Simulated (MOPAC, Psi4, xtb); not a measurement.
Relaxed torsion scan: C11H10OS, SMILES COc1cccc(-c2cccs2)c1. Scanned: dihedral C6–C7–C8–S12; all other coordinates were relaxed at GFN2-xTB. Points at φ and −φ are mirror images. Heavy atoms are numbered in the order of the SMILES COc1cccc(-c2cccs2)c1, hydrogens after them in the order of the atoms that carry them; the mirror image has the same energies with the sign of each dihedral reversed.

- PBE/def2-SVP // GFN2-xTB (Psi4)
- PM3, restricted, heats of formation // GFN2-xTB (MOPAC)
- GFN1-xTB // GFN2-xTB (xtb)

Energies in mEh, each method relative to its own lowest point.

```
φ / °  PBE/def2-SVP  PM3  GFN1-xTB
-----  ------------  ---  --------
-165            0.0  0.3       0.1
-150            0.1  0.0       0.5
-135            1.1  0.2       1.7
-120            3.0  0.6       3.5
-105            5.0  0.7       5.2
-90             5.9  0.5       5.9
-75             5.0  0.4       5.2
-60             3.1  0.3       3.6
-45             1.2  0.0       1.8
-30             0.3  0.0       0.7
-15             0.1  0.3       0.2
0               0.3  0.5       0.2
15              0.1  0.3       0.2
30              0.3  0.0       0.7
45              1.2  0.0       1.8
60              3.1  0.3       3.6
75              5.0  0.4       5.2
90              5.9  0.5       5.9
105             5.0  0.7       5.2
120             3.0  0.6       3.5
135             1.1  0.2       1.7
150             0.1  0.0       0.5
165             0.0  0.3       0.1
180             0.1  0.5       0.0
```
